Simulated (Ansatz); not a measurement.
**A rate constant, worked out**

An elementary step of SiNH5O3, singlet (SiNH₅O₃ ([NH2][Si]([OH])([OH])[OH]) → SiH₂O₃ ([O][Si]([OH])[OH]) + NH₃ (still joined by a long Si–N bond); Si–N, O–H broken or loosened, N–H formed or tightened). The start structure is the reactant molecule, and the electronic barrier above it is 1.810 eV by CCSD(T) at an estimated basis limit (MP2 extrapolated from triple and quadruple zeta, plus CCSD(T) − MP2 in triple zeta). Ansatz 0.2.0; basis: def2-TZVPP and def2-QZVPP; cores frozen in the correlated methods. Extrapolation: Hartree–Fock as exp(−7.88 √X), correlation as X^−2.97. Harmonic wavenumbers at PBE0-D4/def2-TZVP (Ansatz 0.2.0), in cm⁻¹:

Start: 130, 228, 246, 273, 310, 347, 363, 368, 409, 414, 768, 806, 837, 844, 855, 922, 989, 1005, 1580, 3621, 3716, 3925, 3929, 3931.

Saddle: 1349i, 158, 243, 272, 298, 348, 362, 379, 545, 741, 770, 801, 828, 852, 872, 980, 1169, 1463, 1552, 2012, 3549, 3648, 3915, 3927.

(1) Work out the transition-state-theory rate constant at 900 K from these numbers alone (harmonic vibrations; rotation, path degeneracy and anharmonicity left out), and the Wigner tunnelling factor. Use 1 cm⁻¹ = 1.2398 × 10⁻⁴ eV and k_B = 8.617 × 10⁻⁵ eV/K.

The T1 diagnostic stays at or below 0.013.

Results:

(1) Zero-point energies, half the sums: start 30816/2 cm⁻¹ = 1.9103 eV; saddle, real modes only, 29684/2 cm⁻¹ = 1.8402 eV.
Barrier with zero-point energy: 1.810 + 1.8402 − 1.9103 = 1.7399 eV.
k_BT = 0.07756 eV, so the barrier is 22.43 k_BT.
Vibrational partition functions from the zero-point level, ln q = −Σ ln(1 − exp(−hν/k_BT)): start 12.283, saddle 10.219.
k = (k_BT/h) exp(ln q‡ − ln q) exp(−E0/k_BT), with log₁₀(k_BT/h in s⁻¹) = 13.27: log₁₀ k = 13.27 + (-2.064 − 22.43)/2.3026 = 2.63, so k ≈ 4 × 10^(2) s⁻¹.
Wigner factor: 1 + (hν‡/k_BT)²/24 = 1 + (2.16)²/24 = 1.19. A change of 1 kcal/mol (0.043 eV) in the barrier would change k by a factor of 1.7 at this temperature.

Labels in which every atom is bracketed show which atoms are joined, not bond orders.

For scale, one of the runs: CCSD(T)/def2-TZVPP, 236 basis functions, launched by `ansatz run in.yaml --threads 4 --pin off --events-out ev --progress --plain --max-ram 9574MiB`. The run took 2.1 min on 4 CPU threads of an Arm Neoverse V2 (shared host), with 4.5 GiB of host memory at its peak.
